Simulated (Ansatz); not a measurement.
Predict a relaxed structure of SbH2(iPr) (C₃H₉Sb), charge 0, singlet, at PBE-D4/def2-SVP (Ansatz).


```xyz
13

C    -0.0454    0.2097    0.1434
C    -0.7952   -0.8899    0.8943
C    -0.6940    0.5602   -1.1951
Sb    2.0758   -0.4162   -0.1878
H     2.5933    1.2038   -0.5427
H     2.4951   -0.2005    1.4842
H     0.0210    1.1177    0.7768
H    -0.3425   -1.1103    1.8827
H    -0.8227   -1.8392    0.3167
H    -1.8520   -0.5910    1.0736
H    -1.7493    0.8805   -1.0468
H    -0.1682    1.3869   -1.7153
H    -0.7159   -0.3118   -1.8840
```
Point group Cs (tolerance 0.1 Å). This is one stationary point.

In the def2 sets Sb takes a core potential; there is no spin–orbit coupling. Another isomer (singlet) lies 0.46 eV lower at PBE0-D4/def2-TZVP; other spin states weren't run for this one.
